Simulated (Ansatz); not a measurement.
Consider the germylene formation by 1,1-elimination: `S=[CH][GeH3]` → `C=S` + `[GeH2]`.

Gas-phase electronic energies from Ansatz, PBE0-D4/def2-TZVP geometries. CBS: MP2 limit from def2 TZ/QZ plus the TZ coupled-cluster correction, frozen cores. This one scheme is used for every species. For Ge outer-core shells are correlated without core-valence functions, which leaves a few kJ/mol of doubt a bond. Scalar relativity is left out up to krypton.

```
       species  CCSD(T)/CBS(def2) energy (Eh)
`S=[CH][GeH3]`                    -2514.29743
         `C=S`                     -436.98974
      `[GeH2]`                    -2077.24753
```

Work out ΔE.

ΔE = (-436.98974) + (-2077.24753) − (-2514.29743) = 0.06016 Eh = +158.0 kJ/mol.

Largest T1 diagnostic among the species: 0.016.

The D4 term adds +11.6 kJ/mol with B3LYP and +6.1 kJ/mol with PBE0; it sums over pairs of atoms, weighted by their polarisabilities, and B3LYP, whose exchange is more repulsive, gets the larger term. In def2-TZVPP, CCSD(T) changes the Hartree–Fock value by +36.7 kJ/mol (the triples alone add +6.3 kJ/mol) and MP2 by +54.7 kJ/mol. At CCSD(T), def2-SVP lies −10.1 kJ/mol from the extrapolated value and def2-TZVPP +3.1 kJ/mol.

B3LYP here is the variant with VWN-RPA as its local correlation; programs differ in this.
